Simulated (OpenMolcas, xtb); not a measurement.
CH7BSi2 (SMILES CB1[SiH2][SiH2]1): the energy, rung by rung

The species is CH7BSi2 (11 atoms), meant as a singlet with charge 0. SMILES: `CB1[SiH2][SiH2]1`. Geometry: relaxed at PBE0-D4/def2-TZVP.

```csv
atom,x (Å),y (Å),z (Å)
C,-0.2639,1.7935,0.0995
B,-0.4506,0.2430,-0.0166
Si,0.0188,-1.1486,1.1994
Si,0.2103,-0.9829,-1.3188
H,0.1656,2.1218,1.0488
H,-1.2713,2.2291,0.0511
H,0.3010,2.2380,-0.7230
H,-0.4792,-2.5413,1.1070
H,0.8769,-0.9754,2.4039
H,1.2390,-0.6628,-2.3466
H,-0.2812,-2.3712,-1.4842
```

Each level gives the energy change with the Si3–H9 bond stretched from 1.489 to 2.680 Å (eV). The values are calculated.

| level | kind | program | value (eV) | less CCSD(T)/6-31G* | CPU time (all runs) |
| --- | --- | --- | --- | --- | --- |
| GFN1-xTB | semi-empirical | xtb | 2.95 | +0.30 | under 2 s |
| HF/6-31G* (spherical functions) (restricted) | Hartree–Fock | OpenMolcas | 3.72 | +1.07 | 20 s |
| SVWN5/6-31G* (spherical functions) (restricted) | LDA | OpenMolcas | 2.81 | +0.16 | 77 s |
| PBE/6-31G* (spherical functions) (restricted) | GGA | OpenMolcas | 2.78 | +0.13 | 1.7 min |
| TPSS/6-31G* (spherical functions) (restricted) | meta-GGA | OpenMolcas | 2.97 | +0.32 | 2.7 min |
| B3LYP/6-31G* (Cartesian functions) (restricted) | global hybrid | OpenMolcas | 3.03 | +0.38 | 1.7 min |
| B2PLYP/6-31G* (spherical functions) (restricted) | double hybrid | OpenMolcas | 3.11 | +0.46 | 69 s |
| MP2/6-31G* (spherical functions) (restricted) | perturbation theory | OpenMolcas | 3.22 | +0.57 | 15 s |
| CCSD(T)/6-31G* (spherical functions) (restricted) | coupled cluster or CI | OpenMolcas | 2.65 | 0.00 | 79 s |

CCSD(T)/6-31G* (spherical functions) (restricted) is the highest level here, not the true value. At this stretch a single reference begins to fail. The first shape isn't each level's own minimum. The values span 2.65 to 3.72 eV. Times are those of the runs behind each value, whatever else they computed, on shared processors of several kinds: orders of magnitude only.
